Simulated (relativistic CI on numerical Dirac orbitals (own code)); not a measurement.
How well does a small relativistic CI reproduce Rh I?

Computed by Dirac-Coulomb-Breit CI, orbitals from a KLI potential per configuration, QED by a radiative potential, valence Slater integrals scaled by 0.85, P86 correlation estimate, and configurations built on the next ion tied to the tabulated ionisation energy (semi-empirical) (own radial code, finite nucleus).

Configurations in the expansion (outside the closed core [Kr]): 4d⁸5s, 4d⁹, 4d⁸5p, 4d⁸5d, 4d⁸6s, 4d⁸4f, 4d⁸5f, 4d⁷5s², 4d⁸7s, 4d⁸6p, 4d⁸7p, 4d⁸6d, 4d⁷5s5p, 4d⁸5g, 4d⁸7d, 4d⁸6g, 4d⁶5s5p², 4d⁷5s7s. Levels of other configurations are missing.

```tsv
Configuration	Term (tabulated)	J	Measured (cm⁻¹)	Computed	Error	Purity (%)
4d⁸5s	a 4F	9/2	0.0	0	0	99
4d⁸5s	a 4F	7/2	1530.0	1519	-11	96
4d⁸5s	a 4F	5/2	2598.0	2757	159	97
4d⁸5s	a 4F	3/2	3472.7	3502	29	94
4d⁸5s	a 2F	7/2	5691.0	6951	1260	94
4d⁸5s	a 2F	5/2	7791.2	9869	2078	67
4d⁸5p	z 4D°	7/2	27075.3	28393	1318	88
4d⁸5p	z 4D°	5/2	28859.6	30007	1147	83
4d⁸5p	z 4D°	3/2	30397.3	31382	985	87
4d⁸5p	z 4D°	1/2	31146.7	32102	956	88
4d⁸5p	z 4F°	5/2	31474.5	32657	1183	60
4d⁸5p	z 4F°	3/2	32277.4	33372	1094	71
4d⁸5p	z 2G°	7/2	33043.9	34475	1431	62
```

Measured levels from NIST Handbook of Basic Atomic Spectroscopic Data (Sansonetti and Martin, J. Phys. Chem. Ref. Data 34, 1559 (2005)); pairs were made by configuration, J and term (by order where the table uses no LS term), so strongly mixed levels may be paired wrongly.

Mean error by configuration (cm⁻¹): 4d⁸5s 703; 4d⁸5p 1159. Over the excited levels the mean absolute error is 971 cm⁻¹ (12 of the 21 excited levels that our extract of the source holds in range could be paired, and the others can miss by more), and the median relative error of those above 1,000 cm⁻¹ is 3.9 %. Some levels of the ground configuration have no partner.

Transition probabilities of persistent lines. The last column rescales the computed rate by the cube of measured over computed energy:

| λ measured (Å) | Lower | Upper | A tabulated (s⁻¹) | A computed | A rescaled |
| --- | --- | --- | --- | --- | --- |
| 3657.99 air | 4d⁸5s a 4F7/2 | 4d⁸5p z 4D°5/2 | 8.80e+07 | 1.32e+08 | 1.17e+08 |
| 3692.36 air | 4d⁸5s a 4F9/2 | 4d⁸5p z 4D°7/2 | 9.10e+07 | 1.35e+08 | 1.17e+08 |
